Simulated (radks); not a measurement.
Values are calculated unless marked as measured or tabulated.
Task: Species: In IV. Configuration: [Ar] 3d10 4s2 4p5 4d10 5s1 (not the ground configuration). Code: a radial shooting solver on a logarithmic mesh with Libxc functionals. Model: non-relativistic Kohn-Sham, Tao-Mo meta-GGA, spin-unpolarised, spherical densities, point nucleus; meta-GGA in the generalised Kohn-Sham scheme; relativity is left out, which matters for an element this heavy. Some entries of the table are withheld. Estimate them.

| orbital | occ. | eigenvalue (eV) | <r> (bohr) | <r^2> (bohr^2) |
|---|---|---|---|---|
| 1s | 2 | -26861.63 | 0.03104 | 0.001288 |
| 2s | 2 | -3966.388 | 0.1342 | 0.02117 |
| 2p | 6 | -3703.054 | 0.1146 | 0.01599 |
| 3s | 2 | -782.4327 | 0.3610 | 0.1488 |
| 3p | 6 | -674.8217 | 0.3526 | 0.1440 |
| 3d | 10 | -477.2568 | 0.3242 | 0.1247 |
| 4s | 2 | -147.9952 | 0.8732 | (1) |
| 4p | 5 | -112.6895 | 0.9250 | 0.9755 |
| 4d | 10 | -54.6120 | 1.105 | 1.436 |
| 5s | 1 | -33.7070 | 2.236 | 5.593 |
| 5p | 0 | -25.8487 | 2.551 | (2) |

Result: 
(1) 4s <r^2> (bohr^2): 0.8613
(2) 5p <r^2> (bohr^2): 7.295
